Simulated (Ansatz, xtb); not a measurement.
Two isomers of C6H7Br

Structure I: `BrC1=CC=CCC1`, a singlet. Structure II: `Br[C@@H]1C=CC=CC1`, a singlet. Both are isolated molecules in the gas phase, relaxed with PBE-D3(BJ)/def2-SVP; the shapes shown needn't be the lowest conformers.

I (Å):

```xyz
14

C    -1.1606   -0.6313   -1.4914
C    -0.1623    0.2382   -1.7877
C     0.8921    0.4869   -0.8020
C     1.0488   -0.3211    0.2762
C     0.1579   -1.5256    0.4524
C    -1.2427   -1.3102   -0.1469
Br   -2.6007   -0.9281   -2.6965
H    -0.1515    0.7787   -2.7453
H     1.5744    1.3338   -0.9748
H     1.8704   -0.1514    0.9898
H     0.0674   -1.8059    1.5214
H     0.6473   -2.3971   -0.0476
H    -1.7847   -2.2725   -0.2260
H    -1.8572   -0.6622    0.5233
```

II (Å):

```csv
atom,x (Å),y (Å),z (Å)
C,-0.3053,0.0675,-1.5705
C,1.0630,-0.3486,-1.1650
C,1.2406,-1.1919,-0.1100
C,0.1075,-1.6974,0.6546
C,-1.1278,-1.1582,0.4896
C,-1.3205,0.0093,-0.4351
Br,-0.8962,-1.1775,-3.0859
H,-0.3252,1.0459,-2.0807
H,1.9129,-0.0276,-1.7860
H,2.2537,-1.5345,0.1524
H,0.2720,-2.5152,1.3728
H,-1.9879,-1.5204,1.0738
H,-2.3530,0.0637,-0.8319
H,-1.1762,0.9444,0.1647
```

Energies in hartree; the thermal terms are from GFN2-xTB frequencies at re-optimised GFN2-xTB minima (ideal gas, soft modes damped towards free rotors, one conformer each, 298.15 K, 1 atm) and include the zero-point energy:

```
                               I            II
E, CCSD(T)/def2-SVP  −2804.305979  −2804.306547
    E, MP2/def2-SVP  −2804.214336  −2804.214482
  E, MP2/def2-TZVPP  −2804.995012  −2804.995883
  zero-point energy      0.109828      0.109518
       H(298 K) − E      0.117481      0.117100
       G(298 K) − E      0.077831      0.077514
```

Correct the CCSD(T) difference for the basis set by the MP2 change, then work out ΔE, ΔE₀, ΔH and ΔG for I → II in kJ/mol (1 Eh = 2625.50 kJ/mol) and the equilibrium ratio [II]/[I].

1. Differences II − I: CCSD(T) −0.000568, MP2 in the small set −0.000146, MP2 in the large set −0.000871 Eh.
2. ΔE = −0.000568 + (−0.000871 − (−0.000146)) = −0.001293 Eh = −3.39 kJ/mol.
3. ΔE₀ = ΔE + ΔZPE = −0.001293 + (−0.000310) Eh = −4.21 kJ/mol.
4. ΔH = ΔE + (−0.000381) Eh = −4.40 kJ/mol.
5. ΔG = ΔE + (−0.000317) Eh = −4.23 kJ/mol, so ΔS = (ΔH − ΔG)/T = −0.6 J/(mol K).
6. kT = 0.9442 mEh, so K = [II]/[I] = exp(−ΔG/kT) = exp(+1.71) ≈ 5.5.

The sums favour II, but ΔE leans on the basis-set step (CCSD(T) alone has the other sign or is under 1 kcal/mol), so the order isn't settled. An error of 4 kJ/mol in ΔG would change K by a factor of 5. Mirror images and further conformers aren't counted.

As drawn, both hold the same kinds of bond in the same numbers.

Other levels gave ΔE = +7.7 (GFN2-xTB); +29.1 (HF/STO-3G, GFN2-xTB geometries); −5.9 (r2SCAN-D4/def2-SVP, GFN2-xTB geometries); −4.4 (PBE-D3(BJ)/def2-SVP); −5.4 (HF/def2-SVP); −0.4 (MP2/def2-SVP); −1.5 (CCSD(T)/def2-SVP) kJ/mol. The correlated steps freeze 15 core orbitals; the filled d shell of Br is correlated, in a basis made for valence electrons. Programs: Ansatz 0.2.0, xtb 6.7.1.
